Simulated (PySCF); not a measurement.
Electron correlation in P(13+) (phosphorus, charge +13)

1s2, closed-shell 1S. Calculation: PySCF 2.14, in an even-tempered Gaussian basis (17 s from 8.4 bohr⁻², ratio 2.2; 7 p from 13 bohr⁻², ratio 2.4; 4 d from 39 bohr⁻², ratio 2.4; 3 f from 58 bohr⁻², ratio 2.4; 3 g from 88 bohr⁻², ratio 2.4); the spin-free X2C one-electron Hamiltonian (Gaussian nucleus). Frozen: nothing; 2 electrons correlated; the 12 highest virtual orbitals of each spin left out.

With two correlated electrons CCSD is exact within the correlated space (frozen core and kept virtual orbitals).

```tsv
level	correlation energy (mhartree)
CCSD	-46.32
```

Diagnostics: T1 = 1.2e-05, D1 = 0.0000, largest double amplitude 0.003.

**Question.** Is a single reference adequate?

**Answer.** Yes, within this model without spin-orbit coupling: T1 lies below 0.03 and no double amplitude reaches 0.07.
